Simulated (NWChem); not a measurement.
Isomers of C₃H₄BF₂N, each optimised at PBE0/def2-SVP with NWChem, gas phase unless a solvent is named. Flexible species stand in one conformer each, which need not be the lowest. Pople sets run with spherical d functions. Relative energies count from the lowest isomer at each level and are electronic, without zero-point energy, on those geometries. Shieldings are non-relativistic GIAO values without spin-orbit effects.

A: C(=CNB(F)F)=C
B: NB(F)C=C=CF
C: FB1NCC=C1F
D: NC=C=CB(F)F

```json
[
 {"quantity": "relative energy, LDA (Slater exchange, VWN5)/def2-SVP (kcal/mol)", "A": "0.0", "B": "…", "C": "6.2", "D": "22.6"},
 {"quantity": "relative energy, PBE0/def2-SVP (kcal/mol)", "A": "0.0", "B": "…", "C": "10.0", "D": "21.4"},
 {"quantity": "dipole (D), PBE0/def2-SVP", "A": "1.98", "B": "…", "C": "3.59", "D": "2.82"},
 {"quantity": "11B shift against boron trifluoride, B3LYP/6-31G* (ppm)", "A": "5.4", "B": "…", "C": "15.3", "D": "11.6"}
]
```

Task: Fill in the missing entries.

Result: 
- relative energy, LDA (Slater exchange, VWN5)/def2-SVP (kcal/mol), B: 39.6
- relative energy, PBE0/def2-SVP (kcal/mol), B: 38.7
- dipole (D), PBE0/def2-SVP, B: 1.93
- 11B shift against boron trifluoride, B3LYP/6-31G* (ppm), B: 14.4
